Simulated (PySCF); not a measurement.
H₂I₂O₂Si, SMILES O[Si](O)(I)I. Coordinates come from a PBE-D3(BJ)/def2-SVP optimisation. The structure was generated by enumeration, and PubChem lists no compound with its InChIKey, so it may never have been made. The def2 effective core potentials stand for the cores of I; spin–orbit coupling is left out. Other conformers were not sampled.

Computed equilibrium geometry at PBE-D3(BJ)/def2-SVP (PySCF confirms it by a frequency run) as Cartesian coordinates in Å, and its point group (one conformer of several):
point group C2.
```xyz
7

O     -0.0958     1.3946    -1.8212
Si     0.0000     0.0000    -0.9162
O      0.0958    -1.3946    -1.8212
I     -2.0457     0.0016     0.4380
I      2.0457    -0.0016     0.4380
H      0.7486     1.6613    -2.2314
H     -0.7486    -1.6613    -2.2314
```
